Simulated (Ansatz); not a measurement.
`NC[SiH](Cl)Cl` + HCl → `Cl[SiH](Cl)Cl` + CH₃NH₂  (ligand exchange at the Si–C bond)

Calculated with Ansatz (gas phase, PBE0-D4/def2-TZVP geometries, no zero-point term in ΔE). CCSD(T)/CBS adds triple-zeta CCSD(T) − MP2 to the extrapolated MP2 energy (def2 sets, frozen cores). This one scheme is used for every species. DFT in def2-TZVPP. B3LYP here is the variant with VWN-RPA as its local correlation; programs differ in this. Each species was taken in one conformer, which may not be the lowest.

`NC[SiH](Cl)Cl`:

Cartesian coordinates in Å:
```
N -0.554 0.014 -1.514
C -0.592 -0.617 -0.200
Si 0.536 0.158 1.080
Cl 2.463 0.074 0.379
Cl 0.013 2.131 1.294
H -0.815 0.991 -1.447
H 0.384 -0.014 -1.896
H -1.619 -0.598 0.181
H -0.332 -1.676 -0.300
H 0.516 -0.464 2.423
```

HCl:

Z-matrix (Å, degrees):
```
Cl
H 1 1.279
```

`Cl[SiH](Cl)Cl`:

Cartesian coordinates in Å:
```
Cl 1.354 1.184 0.864
Si -0.100 0.047 0.019
Cl 0.212 -0.075 -1.983
Cl -0.057 -1.816 0.826
H -1.410 0.660 0.274
```

CH₃NH₂:

Z-matrix (Å, degrees):
```
C
N 1 1.453
H 1 1.092 2 109.4
H 1 1.100 2 115.4 3 -121.6
H 1 1.092 2 109.4 3 116.8
H 2 1.012 1 110.6 3 62.6
H 2 1.012 1 110.6 3 -179.3
```

| level | ΔE (kJ/mol) | difference from CCSD(T)/CBS |
| --- | --- | --- |
| PBE-D4 | -88.4 | 6.4 |
| r2SCAN-D4 | -95.3 | -0.5 |
| PBE0-D4 | -92.0 | 2.8 |
| B3LYP-D4 | -93.3 | 1.5 |
| ωB97X-V | -94.3 | 0.5 |
| ωB97M-V | -94.2 | 0.6 |
| B2PLYP | -98.8 | -4.0 |
| PBE | -92.6 | 2.2 |
| r2SCAN | -96.8 | -2.0 |
| PBE0 | -95.9 | -1.1 |
| B3LYP | -99.6 | -4.8 |
| HF/def2-TZVPP | -109.4 | -14.6 |
| MP2/def2-TZVPP | -96.3 | -1.5 |
| SCS-MP2/def2-TZVPP | -97.5 | -2.7 |
| CCSD/def2-TZVPP | -93.3 | 1.5 |
| CCSD(T)/def2-TZVPP | -91.4 | 3.4 |
| HF/def2-QZVPP | -110.2 | -15.4 |
| MP2/def2-QZVPP | -98.6 | -3.8 |
| SCS-MP2/def2-QZVPP | -99.7 | -4.9 |
| HF/CBS(def2) | -110.3 | -15.5 |
| MP2/CBS(def2) | -99.7 | -4.9 |
| CCSD/CBS(def2) | -96.7 | -1.9 |
| CCSD(T)/CBS | -94.8 | 0 |

Largest T1 diagnostic among the species: 0.009.

In def2-TZVPP, CCSD(T) changes the Hartree–Fock value by +18.0 kJ/mol (the triples alone add +1.9 kJ/mol) and MP2 by +13.1 kJ/mol. The D4 term adds +6.3 kJ/mol with B3LYP and +3.9 kJ/mol with PBE0; it sums over pairs of atoms, weighted by their polarisabilities, and B3LYP, whose exchange is more repulsive, gets the larger term. From PBE to PBE0 (25 % exact exchange), in def2-TZVPP and without D4, ΔE moves by −3.3 kJ/mol.
